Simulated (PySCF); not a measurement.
Spectra and structures to be paired. Computed, not measured: TDDFT B3LYP/def2-SVPD, vertical, gas phase, core orbitals frozen in the response in PySCF 2.14.0, density-fitted response routines. Geometries: PBE0-D3(BJ)/def2-SVP; one conformer of each isolated species. Triplets are in the Tamm–Dancoff approximation. Relativistic effects are left out although some hold elements past zinc.

A. `C[SiH2]/C=C(\[SiH3])C(F)(F)F`
B. `N#CC/C=C\F`
C. `FC(F)=C(F)[C@@H]([SiH3])C[SiH3]`
D. `C/C(=C/F)C#N`
E. `OCC1=CC=C(Br)C=C1`

Lowest singlet levels (six at most, fewer where fewer were computed) with oscillator strengths:

1. 5.88 eV (f 0.007); 6.35 eV (f 0.089); 6.64 eV (f 0.017); 6.70 eV (f 0.068); 6.85 eV (f 0.013); 6.97 eV (f 0.100); T1 4.41 eV
2. 6.90 eV (f 0.038); 7.14 eV (f 0.175); 7.40 eV (f 0.006); 7.46 eV (f 0.014); 7.67 eV (f 0.010); 7.70 eV (f 0.009); T1 4.45 eV
3. 4.99 eV (f 0.008); 5.35 eV (f 0.000); 5.48 eV (f 0.209); 5.92 eV (f 0.000); 6.19 eV (f 0.000); 6.23 eV (f 0.000)
4. 5.72 eV (f 0.005); 6.08 eV (f 0.287); 6.59 eV (f 0.021); 6.92 eV (f 0.015); 7.00 eV (f 0.021); 7.33 eV (f 0.001); T1 3.96 eV
5. 6.09 eV (f 0.297); 6.36 eV (f 0.000); 6.55 eV (f 0.001); 6.96 eV (f 0.001); 7.38 eV (f 0.010); 7.54 eV (f 0.037); T1 3.64 eV

**Question.** Which spectrum belongs to which structure?

**Answer.** 1 = C, 2 = B, 3 = E, 4 = A, 5 = D.
- A: S1 at 5.72 eV, HOMO-1→LUMO (98%); Löwdin shares by element: HOMO carbon 67% or more, silicon 6% or more (atoms not listed hold the other 27%); LUMO carbon 61% or more, silicon 15% (atoms not listed hold the other 24%); HOMO -8.19 and LUMO -1.80 eV.
- B: S1 at 6.90 eV, HOMO→LUMO+1 (86%), HOMO→LUMO (11%); Löwdin shares by element: HOMO carbon 74% or more, fluorine 15%; LUMO carbon 68% or more, fluorine 8% (atoms not listed hold the other 24%); HOMO -7.93 and LUMO -0.68 eV.
- C: S1 at 5.88 eV, HOMO→LUMO (77%), HOMO→LUMO+1 (18%); Löwdin shares by element: HOMO carbon 54% or more, fluorine 20% or more (atoms not listed hold the other 26%); LUMO silicon 26%, carbon 19% or more (atoms not listed hold the other 55%); HOMO -6.97 and LUMO -0.28 eV.
- D: S1 at 6.09 eV, HOMO→LUMO (92%); Löwdin shares by element: HOMO carbon 51% or more, nitrogen 16%, fluorine 12% (atoms not listed hold the other 21%); LUMO carbon 65% or more, nitrogen 17% (atoms not listed hold the other 18%); HOMO -7.76 and LUMO -1.69 eV; point group Cs, 1 of its 6 listed states under f = 0.0005.
- E: S1 at 4.99 eV, HOMO→LUMO (50%), HOMO→LUMO+1 (27%), HOMO-1→LUMO+1 (12%); Löwdin shares by element: HOMO carbon 41% or more, bromine 29% (atoms not listed hold the other 31%); LUMO carbon 68% or more (atoms not listed hold the other 32%); HOMO -6.60 and LUMO -0.80 eV.
